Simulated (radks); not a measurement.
The numbers below are computed, except where a source is named.
Q: The table gives one normalised radial function P(r) = r R(r) of Sm37+ in [Ar] 3d7 (r in bohr). Level of theory: non-relativistic Kohn-Sham, TPSS, spin-polarised, spherical densities, point nucleus; open shells are filled with parallel spins first (spin-orbit coupling, left out, can overturn this in heavy ions); meta-GGA in the generalised Kohn-Sham scheme; relativity is left out, which matters for an element this heavy (a radial shooting solver on a logarithmic mesh with Libxc functionals).

| r | P |
|---|---|
| 0.001013 | 0.0054 |
| 0.001257 | 0.0083 |
| 0.001572 | 0.0128 |
| 0.001952 | 0.0195 |
| 0.002442 | 0.0301 |
| 0.00303 | 0.0455 |
| 0.003791 | 0.0695 |
| 0.004705 | 0.1041 |
| 0.005886 | 0.1572 |
| 0.007306 | 0.2317 |
| 0.00914 | 0.3429 |
| 0.01134 | 0.4938 |
| 0.01419 | 0.7086 |
| 0.01761 | 0.9837 |
| 0.02204 | 1.3471 |
| 0.02735 | 1.7686 |
| 0.03421 | 2.2550 |
| 0.04246 | 2.7202 |
| 0.05312 | 3.1128 |
| 0.06593 | 3.3022 |
| 0.08249 | 3.2068 |
| 0.1032 | 2.7814 |
| 0.1281 | 2.1263 |
| 0.1602 | 1.3623 |
| 0.1989 | 0.7288 |
| 0.2488 | 0.2969 |
| 0.3088 | 0.0930 |
| 0.3863 | 0.0191 |
| 0.4794 | 0.0026 |
| 0.5998 | 0.0002 |
| 0.7444 | 0.0000 |

Which n and l does it have? It may be an empty orbital.

A: n = 2, l = 1: the number of nodes gives n - l - 1 = 0, the rise at small r (about r^(l+1)) gives l, and the extent must fit the shell. The curve is that of 2p down; the table hardly tells the two spins apart. 2p down: eigenvalue -8303.6 eV, 0 radial nodes, <r> = 0.0881 bohr, 90 % of the charge inside 0.142 bohr.
